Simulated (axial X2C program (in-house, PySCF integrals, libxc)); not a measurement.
**InCl⁻: cheaper levels and CCSD(T), 2c**

Computed with an in-house relativistic program for diatomic molecules. Two-component (2c) means X2C with spin–orbit coupling and atomic mean-field two-electron Coulomb and Gaunt terms. Basis: In dyall-acv3z [12s13p10d5f1g], Cl dyall-av3z [9s8p3d2f] (cores contracted in-house); Gaussian nuclei, density fitting, unrestricted open shells. Masses: In 114.904 u, Cl 34.969 u.

State: Ω = 1/2 (⟨Sz⟩ = -0.50, ⟨Lz⟩ = 1.00 at HF); fragments In + Cl-.

```tsv
level	Re (Å)	ωe (cm⁻¹)	De (eV)
PBE0	2.571	218.2	n/a
HF	2.626	195.9	n/a
MP2	2.601	214.8	1.28
CCSD	2.612	209.3	1.26
B3LYP	2.618	202.6	n/a
```

Correlated methods: 11 electrons correlated (number of frozen shells: In 4 s, 3 p, 2 d; Cl 2 s, 1 p), 289 virtual spin orbitals or spinors in MP2, 90 natural virtuals in coupled cluster.

CCSD(T), same Hamiltonian and basis:

Re = 2.611 Å, ωe = 211.8 cm⁻¹, De = 1.29 eV; T1 = 0.011 (Lee–Taylor normalisation).

Give the differences from CCSD(T) in the columns below.



```tsv
level	ΔRe (Å)	Δωe (cm⁻¹)	ΔDe (eV)
PBE0	-0.040	6.4	n/a
HF	0.015	-15.9	n/a
MP2	-0.010	3.0	-0.01
CCSD	0.001	-2.5	-0.03
B3LYP	0.007	-9.2	n/a
```

One determinant describes the state; a PBE0 search over occupations chose it and may have missed a lower one. Dissociation energies refer to the lowest single-determinant-based atoms at the same level and basis. De is not given where an atomic determinant may have missed its ground term or J level, or where the truncated virtual space spoils (T). Density functionals use the spin component along the axis (collinear). Coupled cluster ran in a truncated set of natural virtual spinors; the MP2 energy of the rest was added. (T) has no such correction and the atoms are truncated less, which lowers De at CCSD(T) by a hundredth of an eV or more. The functionals have no current-density term, which raises determinants with orbital currents, atoms included. The highest occupied level of some functionals is positive through self-interaction error; at Hartree–Fock it is bound. With the outer-core shells frozen, correlated bond lengths of heavy atoms tend to come out a few hundredths of an ångström too long.
